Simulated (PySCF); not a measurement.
CH₃, SMILES [CH3], multiplicity 2. Atoms are numbered in the order given.

```xyz
4

C      0.0000     0.0000     0.0000
H     -1.0872     0.0000     0.0000
H      0.5436    -0.9415     0.0000
H      0.5436     0.9415     0.0000
```
Charge 0, spin multiplicity 2.

The structure is a stationary point at PBE-D3(BJ)/def2-TZVPD.

These are PySCF with r2SCAN/def2-TZVPD values and carry that method's errors.

Mulliken values depend strongly on the basis, most of all with diffuse functions as here. ESP charges are fitted to the potential on shells at 1.4 to 2.0 van der Waals radii. Atomic charges (e):

```json
[
 {"atom": "C1", "Mulliken": "-0.63", "ESP fit": "[?]", "meta-Löwdin": "-0.38", "Mulliken spin": "1.25"},
 {"atom": "H2", "Mulliken": "0.21", "ESP fit": "[?]", "meta-Löwdin": "0.13", "Mulliken spin": "-0.08"},
 {"atom": "H3", "Mulliken": "0.21", "ESP fit": "[?]", "meta-Löwdin": "0.13", "Mulliken spin": "-0.08"},
 {"atom": "H4", "Mulliken": "0.21", "ESP fit": "[?]", "meta-Löwdin": "0.13", "Mulliken spin": "-0.08"}
]
```

Task: Some entries are withheld; supply them. (Estimate from the structure and the level; the computed values follow.)

Result: 
- C1, ESP fit: -0.64
- H2, ESP fit: 0.21
- H3, ESP fit: 0.21
- H4, ESP fit: 0.21
